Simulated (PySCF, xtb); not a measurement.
AsF2, SMILES [As](F)F, multiplicity 2.

Harmonic wavenumbers (cm⁻¹) from GFN2-xTB (xtb 6.7.1) at its own minimum, in rising order: 232, 452, 520.

Q: What does PySCF with B3LYP-D3(BJ)/def2-TZVP give at its own minimum? (Estimate from the structure and the level; the computed values follow.)

A: 262, 665, 696. Paired by order, the mean absolute difference is 140 cm⁻¹ and the zero-point energies are 1.7 and 2.3 kcal/mol.
